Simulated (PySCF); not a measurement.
Isomers of C6H8F2O, mass 134.054 u with the commonest isotopes. Method used: PBE0/pcSseg-1 in PySCF (dipole) on a GFN2-xTB geometry, gas phase. One conformer each, none proved a minimum here; rigid rotors.

Question: Order these by out-of-plane moment Σ m c² = (Ia + Ib − Ic)/2, largest first.
A. `[CH2:1]=[CH:2][C@@H:3]([CH3:4])[C@@H:5]([F:6])[C:7](=[O:8])[F:9]` with C1–C2–C3–C4 121°, C2–C3–C5–F6 -64°, C3–C5–C7–O8 -111°
B. `[CH3:1][C:2]1=[CH:3][CH2:4][O:5][CH2:6][C:7]1([F:8])[F:9]` with C2–C3–C4–O5 -18°, C3–C4–O5–C6 50°, C4–O5–C6–C7 -62°, O5–C6–C7–F8 163°
C. `[CH2:1]=[C:2]([F:3])[C@@H:4]([F:5])[C@H:6]([CH3:7])[CH:8]=[O:9]` with C1–C2–C4–F5 -9°, C2–C4–C6–C7 -61°, C4–C6–C8–O9 -105°
D. `[CH2:1]=[CH:2]/[CH:3]=[C:4](\[O:5][CH3:6])[CH:7]([F:8])[F:9]` with C1–C2–C3–C4 -179°, C3–C4–O5–C6 -157°, C3–C4–C7–F8 101°
E. `[F:1][CH2:2][C@@H:3]1[CH2:4][O:5][CH:6]=[CH:7][C@H:8]1[F:9]` with F1–C2–C3–C4 55°, C2–C3–C4–O5 177°, C3–C4–O5–C6 41°, C4–O5–C6–C7 -8°, C6–C7–C8–F9 -137°
F. `[CH2:1]=[CH:2][CH2:3][C@@:4]([CH3:5])([F:6])[C:7](=[O:8])[F:9]` with C1–C2–C3–C4 116°, C2–C3–C4–C5 180°, C3–C4–C7–O8 -121°
G. `[CH3:1][O:2][CH2:3][C@@H:4]([F:5])[C:6]1=[CH:7][C@@H:8]1[F:9]` with C1–O2–C3–C4 -69°, O2–C3–C4–F5 -172°, C3–C4–C6–C7 -115°
H. `[F:1][CH:2]([F:3])[C@H:4]1[CH2:5][CH2:6][CH:7]=[CH:8][O:9]1` with F1–C2–C4–C5 161°, C2–C4–C5–C6 63°, C4–C5–C6–C7 44°, C5–C6–C7–C8 -16°, C7–C8–O9–C4 -10°

Answer: F (94.29 u·Å²), A (84.16 u·Å²), C (79.77 u·Å²), B (51.35 u·Å²), H (49.61 u·Å²), G (43.31 u·Å²), E (31.96 u·Å²), D (27.40 u·Å²).

Question: Order these by rotational constant B, largest first.
A. `[CH3:1][C:2]1=[CH:3][CH2:4][O:5][CH2:6][C:7]1([F:8])[F:9]` with C2–C3–C4–O5 -18°, C3–C4–O5–C6 50°, C4–O5–C6–C7 -62°, O5–C6–C7–F8 163°
B. `[F:1][CH2:2][C@@H:3]1[CH2:4][O:5][CH:6]=[CH:7][C@H:8]1[F:9]` with F1–C2–C3–C4 55°, C2–C3–C4–O5 177°, C3–C4–O5–C6 41°, C4–O5–C6–C7 -8°, C6–C7–C8–F9 -137°
C. `[CH3:1][O:2][CH2:3][C@@H:4]([F:5])[C:6]1=[CH:7][C@@H:8]1[F:9]` with C1–O2–C3–C4 -69°, O2–C3–C4–F5 -172°, C3–C4–C6–C7 -115°
D. `[CH2:1]=[CH:2][CH2:3][C@@:4]([CH3:5])([F:6])[C:7](=[O:8])[F:9]` with C1–C2–C3–C4 116°, C2–C3–C4–C5 180°, C3–C4–C7–O8 -121°
E. `[CH2:1]=[C:2]([F:3])[C@@H:4]([F:5])[C@H:6]([CH3:7])[CH:8]=[O:9]` with C1–C2–C4–F5 -9°, C2–C4–C6–C7 -61°, C4–C6–C8–O9 -105°
F. `[F:1][CH:2]([F:3])[C@H:4]1[CH2:5][CH2:6][CH:7]=[CH:8][O:9]1` with F1–C2–C4–C5 161°, C2–C4–C5–C6 63°, C4–C5–C6–C7 44°, C5–C6–C7–C8 -16°, C7–C8–O9–C4 -10°
G. `[CH2:1]=[CH:2]/[CH:3]=[C:4](\[O:5][CH3:6])[CH:7]([F:8])[F:9]` with C1–C2–C3–C4 -179°, C3–C4–O5–C6 -157°, C3–C4–C7–F8 101°

Answer: A (1662 MHz), B (1456 MHz), F (1380 MHz), C (1315 MHz), D (1266 MHz), G (1099 MHz), E (1023 MHz).

Question: Order these by dipole moment, smallest first.
A. `[F:1][CH:2]([F:3])[C@H:4]1[CH2:5][CH2:6][CH:7]=[CH:8][O:9]1` with F1–C2–C4–C5 161°, C2–C4–C5–C6 63°, C4–C5–C6–C7 44°, C5–C6–C7–C8 -16°, C7–C8–O9–C4 -10°
B. `[CH2:1]=[CH:2][C@@H:3]([CH3:4])[C@@H:5]([F:6])[C:7](=[O:8])[F:9]` with C1–C2–C3–C4 121°, C2–C3–C5–F6 -64°, C3–C5–C7–O8 -111°
C. `[CH2:1]=[C:2]([F:3])[C@@H:4]([F:5])[C@H:6]([CH3:7])[CH:8]=[O:9]` with C1–C2–C4–F5 -9°, C2–C4–C6–C7 -61°, C4–C6–C8–O9 -105°
D. `[CH3:1][O:2][CH2:3][C@@H:4]([F:5])[C:6]1=[CH:7][C@@H:8]1[F:9]` with C1–O2–C3–C4 -69°, O2–C3–C4–F5 -172°, C3–C4–C6–C7 -115°
E. `[F:1][CH2:2][C@@H:3]1[CH2:4][O:5][CH:6]=[CH:7][C@H:8]1[F:9]` with F1–C2–C3–C4 55°, C2–C3–C4–O5 177°, C3–C4–O5–C6 41°, C4–O5–C6–C7 -8°, C6–C7–C8–F9 -137°
F. `[CH2:1]=[CH:2]/[CH:3]=[C:4](\[O:5][CH3:6])[CH:7]([F:8])[F:9]` with C1–C2–C3–C4 -179°, C3–C4–O5–C6 -157°, C3–C4–C7–F8 101°

Answer: E (1.21 D), D (1.48 D), F (2.07 D), A (2.29 D), C (2.60 D), B (3.19 D).

```csv
SMILES,point group,Ia (u·Å²),Ib (u·Å²),Ic (u·Å²),κ,μa (D),μb (D),μc (D)
COC[C@@H](F)C1=C[C@@H]1F,C1,275.50,384.23,573.11,-0.09,1.44,0.36,0.11
C=C/C=C(\OC)C(F)F,C1,233.55,459.82,638.57,-0.55,0.79,1.81,0.64
FC(F)[C@H]1CCC=CO1,C1,188.85,366.28,455.92,-0.65,2.04,1.05,0.12
C=C(F)[C@@H](F)[C@H](C)C=O,C1,193.84,494.01,528.30,-0.92,1.74,1.18,1.52
C=C[C@@H](C)[C@@H](F)C(=O)F,C1,259.89,367.84,459.41,-0.35,2.50,0.25,1.96
FC[C@@H]1COC=C[C@H]1F,C1,224.75,347.12,507.94,-0.26,0.17,0.92,0.77
C=CC[C@@](C)(F)C(=O)F,C1,236.90,399.20,447.53,-0.73,0.99,1.81,2.52
CC1=CCOCC1(F)F,C1,221.92,304.05,423.27,-0.14,1.15,2.09,1.12
```
